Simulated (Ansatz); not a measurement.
The cation of C$_{2}$H$_{2}$AlF$_{5}$O, SMILES `[F][Al]([F])[O]CC(F)(F)F` at the neutral geometry.

```yaml
crystal:
  periodic: [false, false, false]
  atoms:
    - {symbol: F, position_ang: [0.684387, -2.525448, 1.401180]}
    - {symbol: Al, position_ang: [1.068104, -1.345866, 0.333038]}
    - {symbol: F, position_ang: [2.007124, -1.731466, -0.956057]}
    - {symbol: O, position_ang: [0.988132, 0.293725, 0.847495]}
    - {symbol: C, position_ang: [0.180481, 1.143728, 0.119662]}
    - {symbol: C, position_ang: [-1.078095, 0.402456, -0.297077]}
    - {symbol: F, position_ang: [-1.668568, 0.865591, -1.374336]}
    - {symbol: F, position_ang: [-0.668881, -0.928987, -0.625133]}
    - {symbol: F, position_ang: [-1.969500, 0.249069, 0.657704]}
    - {symbol: H, position_ang: [-0.134233, 2.008869, 0.713808]}
    - {symbol: H, position_ang: [0.656350, 1.511429, -0.799683]}
basis:
  gaussian: {orbitals: def2-TZVPP}
total_charge: 1
magnetization: {spin_polarized: true, initial_magnetization: 1}
hamiltonian: {xc: {name: B2PLYP}}
```

```sh
$ ansatz run in.yaml --threads 2 --pin off --events-out ev --progress --plain --max-ram 32768MiB --backend cuda --devices 0, --max-vram 18GiB
```

Shortened log:

```
Functional definition: B2PLYP
2060 factors; integrals over basis functions are off by at most 9.4e-4 eV
mean field evaluation 1: about -24297.0014 eV, gradient 6.1e1 eV
mean field evaluation 2: about -24297.1866 eV, gradient 6.1e1 eV
mean field evaluation 4: about -24307.7802 eV, gradient 8.9e0 eV
mean field evaluation 8: about -24308.2037 eV, gradient 6.7e-1 eV
mean field evaluation 16: about -24308.2549 eV, gradient 8.1e-2 eV
mean field evaluation 32: about -24308.2563 eV, gradient 5.5e-5 eV
mean field -24308.25625388 eV, -893.3119406024 hartree, gradient 4.5e-6 eV, S^2 0.757214; 2 other end points of the search recorded, 0 dependent functions left out
13 core orbitals not correlated: weight in the atoms' cores, before any rotation towards them, 1.000 or more for the frozen orbitals, at most 0.000 for the correlated occupied ones
reference -24308.25641238 eV, -893.3119464269 hartree; 27, 26 occupied and 278, 279 virtual orbitals, 2060 factors
second order -59.09662778 eV of doubles, -0.00000000 eV of singles
Total energy: -24324.21250188 eV, -893.8983219005 hartree
```

Run time 20 s (2 threads of an AMD EPYC 7R13 on a shared host and a share of an NVIDIA H100 80 GB); peak host memory 1.5 GiB.
